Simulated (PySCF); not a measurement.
**Electron correlation in Tc²⁺ (technetium, charge +2)**

[Kr] 4d4 5s1, high-spin 6D determinant (an excited configuration). All numbers are calculated (PySCF 2.14, scalar relativity through the core potential, in aug-cc-pVDZ-PP with ECP28MDF (5s5p4d2f, 54 functions)). Frozen: 4s2 4p6; 5 electrons correlated.

MP2 pair energies summed by pair of shells (mhartree):

```
 pair  energy  share (%)
4d-4d  -24.29       62.7
4d-5s  -14.42       37.3
```

Total MP2 correlation energy: -38.71 mhartree.

Same-spin part -38.71 and opposite-spin part 0.00 mhartree; SCS-MP2 scales them by 1/3 and 6/5 to -12.90 mhartree.
